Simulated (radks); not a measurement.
Question: The mean radii <r> (bohr) of the occupied orbitals of an atom or ion are listed with their occupations. Calculated with a radial shooting solver on a logarithmic mesh with Libxc functionals: non-relativistic Kohn-Sham, PBEsol, spin-polarised, spherical densities, point nucleus.

| orbital | occ. | <r> |
|---|---|---|
| 1s down | 1 | 0.08163 |
| 1s up | 1 | 0.08163 |
| 2s up | 1 | 0.3905 |
| 2s down | 1 | 0.3905 |
| 2p up | 3 | 0.3516 |
| 2p down | 3 | 0.3516 |
| 3s up | 1 | 1.275 |
| 3s down | 1 | 1.275 |
| 3p up | 3 | 1.429 |
| 3p down | 3 | 1.429 |
| 5d up | 1 | 23.03 |

Name the element and its charge. Open shells, if any, are filled with parallel spins first.

Answer: Z = 19, potassium, charge 0: K in [Ar] 5d1. The 1s radius gives Z: for a bare nucleus <r> = 1.5/Z, 0.07895 bohr for Z = 19, and screening makes it slightly larger (0.08163 here). The occupations add up to 19, and the charge is Z minus that.
